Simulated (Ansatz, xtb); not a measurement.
# Two structures of CH2GeSi

We compare X, a singlet given by its coordinates, with Y, a singlet given by its coordinates. Both are isolated molecules in the gas phase, relaxed with r2SCAN-D4/def2-SVP.

X (Å):

```csv
atom,x (Å),y (Å),z (Å)
C,-1.4815,0.8353,-0.9225
Ge,-2.7629,1.9762,-1.8229
Si,-2.5047,1.3301,0.4064
H,-0.6129,0.2520,-1.2471
H,-2.3220,0.9028,1.8360
```

Close contacts (Å): C1–Ge2 1.94, C1–Si3 1.75, Ge2–Si3 2.34, C1–H4 1.10, Si3–H5 1.50.

Y (Å):

| atom | x (Å) | y (Å) | z (Å) |
| --- | --- | --- | --- |
| C | -2.6197 | -1.7249 | -0.3563 |
| Ge | -3.8599 | -0.8774 | 0.7540 |
| Si | -1.3335 | -0.5737 | 0.0885 |
| H | -2.6844 | -2.5929 | -1.0157 |
| H | -2.4690 | 0.1851 | 1.0916 |

Close contacts (Å): C1–Ge2 1.87, C1–Si3 1.78, Ge2–Si3 2.63, C1–H4 1.09, Ge2–H5 1.78, Si3–H5 1.69.

Estimate which is lower in electronic energy at CCSD(T)/def2-TZVPP, and by roughly how much.

The CCSD(T)/def2-TZVPP calculation puts structure Y lower, by 12.8 kcal/mol.

How the difference moves with the method:

```tsv
level	geometry	E(Y) − E(X) (kcal/mol)	departure from the last row (kcal/mol)	job, with rough time for the two
r2SCAN-D4/def2-SVP	r2SCAN-D4/def2-SVP	−11.6	+1.2	optimisation, 44 s
HF/def2-TZVPP	r2SCAN-D4/def2-SVP	−11.1	+1.7	part of the CCSD(T) run
MP2/def2-TZVPP	r2SCAN-D4/def2-SVP	−12.5	+0.3	part of the CCSD(T) run
CCSD(T)/def2-TZVPP	r2SCAN-D4/def2-SVP	−12.8		single point, 77 s
```

None of the levels shown reverses the order. The largest departure from CCSD(T)/def2-TZVPP is that of HF/def2-TZVPP, 1.7 kcal/mol. Levels run at GFN2-xTB geometries aren't shown.

With harmonic frequencies from r2SCAN-D4/def2-SVP (ideal gas, rigid rotor, one conformer each, 298.15 K, 1 atm): on the last row, ΔE + ΔZPE = −12.5, ΔH = −12.7, ΔG = −12.4 kcal/mol.

The correlated steps freeze 15 core orbitals; the filled d shell of Ge is correlated, in a basis made for valence electrons. Codes used: Ansatz 0.2.0; the last row on 1 thread of Arm Neoverse V2 on a shared host.
